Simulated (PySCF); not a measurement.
# NMR problem set

Theoretical values (PySCF 2.14): GIAO PBE0/pcSseg-1 shieldings, structure optimised with GFN2-xTB. No relativistic terms, one conformer, no solvent model, averaged over atoms made equivalent by symmetry, fast rotation or ring inversion.

Scale: TMS for ¹H, ¹³C (reference shieldings calculated alike). Splittings of carbon signals by F and P are missing where no couplings were computed. Where no couplings were computed, multiplicities follow the n + 1 count of equivalent neighbours, and m marks all less simple cases (inequivalent or close neighbours, rings, F or P nearby). Shifts are as computed. Against solution values, carbons near 30 ppm lie about +3 ppm off and those near 130 ppm about +5 ppm. Of 1211 compounds with measured shifts, 218 miss one by over three times the rms of a fit or turn the order of signals round; such compounds aren't used in these exercises.

(1) C₆H₅FSi. ¹H NMR (400 MHz, computed): δ 6.83 (m, 1H), 5.17 (m, 1H), 4.64 (m, 2H), 3.08 (s, 1H). ¹³C{¹H} NMR (computed): δ 178.1 (C), 146.5 (CH), 143.8 (C), 99.7 (CH), 95.1 (CH), 82.5 (C). Identify the compound.

(2) C₄H₄F₂O₄. ¹H NMR (400 MHz, computed): δ 8.21 (s, 1H), 6.71 (m, 1H), 6.05 (m, 1H), 4.87 (m, 1H). ¹³C{¹H} NMR (computed): δ 164.3 (CH), 119.7 (CH), 77.9 (CH), 73.3 (CH). Identify the compound.

## Answers

(1) SMILES C1=C(F)C(C#C)=C[SiH2]1. The formula gives 5 degrees of unsaturation (1 ring in the answer). 6 carbon signals for 6 carbons: no two carbons are equivalent. Carbon types of the structure: 3 × C, 3 × CH, leaving 2 H on heteroatoms. δC 178.1, 143.8: fully substituted alkene carbon. δC 146.5, 99.7: alkene CH. δC 95.1: terminal alkyne carbon; sp carbons lie upfield of alkene carbons because the cylindrical π system leaves one tensor component strongly shielded. δC 82.5: alkyne carbon; sp carbons lie upfield of alkene carbons because the cylindrical π system leaves one tensor component strongly shielded.

This is the structure that produced the data.

(2) SMILES C(=O)O[C@@H]1O[C@@H]1OC(F)F. The formula gives 2 degrees of unsaturation (1 ring in the answer). 4 carbon signals for 4 carbons: no two carbons are equivalent. Carbon types of the structure: 4 × CH, which accounts for all hydrogens. δC 164.3: ester carbonyl carbon; it is a carbonyl in resonance with an O or N lone pair, the region of acids, esters and amides. δC 119.7: sp3 CH bonded to 2 F and O; 3 electronegative neighbours deshield it. δC 77.9, 73.3: epoxide ring carbon; 2 electronegative neighbours deshield it. δH 6.71: hydrogen on an sp3 CH bonded to 2 F and O; its carbon carries F and O, an electronegative neighbour.

This is the structure that produced the data.
